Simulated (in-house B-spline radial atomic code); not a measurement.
Zn⁷⁺. Computed with a B-spline radial atomic code. Model: all-electron spherical atom, spin shells full or empty, radial basis limit, no spin-orbit coupling, Breit or QED, empty-state partial waves extrapolated as (l+1/2)^-4, RPA, G0W0 and static COHSEX of the highest shell as one setting changes (uncorrelated shells keep exact exchange).

Given: element Zn; charge 7; filled core Ar; hamiltonian one-electron scalar X2C; mean-field start r2SCAN; highest l of empty states 9; nuclear rms radius 3.9283 fm; highest mean-field shell 3d up.

Shell: 3d 5 0 (electrons up and down).

```
lowest nl shells left uncorrelated  RPA correlation energy (hartree)  G0W0 level (eV)  G0W0 minus most complete (meV)  COHSEX level (eV)  linearised minus solved G0W0 (meV)
                                 0                           -1.5915           -173.9                               0             -178.3                               -28.8
                                 1                           -1.4427           -173.9                             0.7             -178.3                               -28.8
                                 2                                 ?                ?                               ?                  ?                                   ?
                                 3                          -0.80295          -173.74                           158.6            -178.24                               -28.2
                                 4                                 ?                ?                               ?                  ?                                   ?
                                 5                          -0.15185          -174.79                            -887            -177.12                               -29.3
```

Task: What follows for lowest nl shells left uncorrelated = 2?

Result: RPA correlation energy -1.2733 hartree; G0W0 level -173.86 eV; G0W0 minus most complete 35.5 meV; COHSEX level -178.25 eV; linearised minus solved G0W0 -28.7 meV.

Task: What follows for lowest nl shells left uncorrelated = 4?

Result: RPA correlation energy -0.63625 hartree; G0W0 level -173.93 eV; G0W0 minus most complete -26.4 meV; COHSEX level -178.1 eV; linearised minus solved G0W0 -28.5 meV.
